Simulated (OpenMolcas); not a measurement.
## Computed levels of W⁵⁺

```
Program             : OpenMolcas
Method              : XMS-CASPT2, IPEA 0.25 Eh, imaginary shift 0.1 Eh (closed shells correlated: 5s 5p)
Basis               : ANO-RCC-VTZP [8s7p5d3f2g1h]
Scalar Hamiltonian  : DKH2, point nucleus
Active space        : 1 electron in 5 orbitals (5d)
State averaging     : 2S+1 = 2 even, 5 roots
Spin-orbit coupling : RASSI with atomic mean-field integrals over the reference wave functions, term energies averaged over their components
```

With spin-orbit coupling, above the lowest level:

```json
{"Configuration": "5d", "Term": "²D", "J": "3/2", "E (eV)": "0.0000", "Measured (eV)": "0.0000", "g": "0.800", "Term weight %": "100"}
{"Configuration": "5d", "Term": "²D", "J": "5/2", "E (eV)": "1.107", "Measured (eV)": "1.0798", "g": "1.200", "Term weight %": "100"}
```

Against the measured value (the list in J. Phys. B 45, 035002 (2012)): 5d ²D_5/2: computed 1.107, measured 1.0798 eV (+2.5 %).

Spin-orbit coupling puts the lowest level 0.6641 eV below the lowest spin-free term.

Term energies are means over components that CASPT2 splits; among the terms shown or strongly mixed into the levels shown the widest spread is 34 cm-1 (5d ²D). With one active electron, CASPT2 adds the correlation within the correlated inactive shells and between them and that electron, and leaves the splitting within a term as the reference gives it. Computed and measured levels are paired by configuration, term and J; levels that our copy of the source lacks, or whose pairing is in doubt (as where it misses far off the trend of its configuration), stay unpaired and out of the deviations. Only configurations of the active space appear.

The term weight is that of the spin-free term in the level, not the purity of its configuration.
